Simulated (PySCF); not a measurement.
# Unknown compound

Molecular formula: C5H10O2. Simulated spectra:

¹H NMR (500 MHz, computed): δ 4.98 (m, 2H), 4.49 (m, 2H), 3.84 (d, 2H), 3.27 (s, 3H), 3.10 (m, 1H).

¹³C{¹H} NMR (computed): δ 80.3, 78.3, 59.8, 39.4.

- σ from GIAO-PBE0/pcSseg-1
- coordinates at the GFN2-xTB level
- run in PySCF 2.14
- non-relativistic Hamiltonian, no solvent model, one conformer, equivalent nuclei averaged

Shifts are taken against calculated references (same method and geometry level): ¹H (σ = 31.72 ppm), ¹³C (σ = 186.93 ppm) against TMS.

Q: Choose the structure that fits.
A. C=CC(OC)OC
B. CCCC(=O)OC
C. COCC1COC1

A: C. 

- Rings plus π bonds: 1 (1 ring in the answer).
- 4 carbon signals for 5 carbons: some carbons are equivalent by symmetry or fast rotation.
- Carbon types of the structure: 1 × CH, 3 × CH2, 1 × CH3, which accounts for all hydrogens.
- δC 80.3, 78.3: sp3 CH2 bonded to O; deshielded by the electronegative neighbour.
- δC 59.8: methyl carbon bonded to O; pulled downfield by the heteroatom.
- δC 39.4: sp3 CH in a ring; aliphatic region, no heteroatom directly attached.
- δH 4.98, 4.49, 3.84: hydrogen on an sp3 CH2 bonded to O; its carbon carries O, hence the downfield position.
- δH 3.27: hydrogen on a methyl carbon bonded to O; its carbon carries O, hence the downfield position.

The others: CCCC(=O)OC would give 5 carbon signals, not 4; C=CC(OC)OC has carbons computed at 144.5, 124.2, 113.9, 56.0, with a different DEPT pattern.

Shifts are as computed. Against solution values, carbons near 30 ppm lie about +3 ppm off and those near 130 ppm about +5 ppm. Of 1309 compounds with measured shifts, 239 miss one by over three times the rms of a fit or turn the order of signals round; such compounds aren't used in these exercises. Multiplicities follow the n + 1 count of equivalent neighbours, as no J values were calculated; m marks all less simple cases, F and P coupling included.
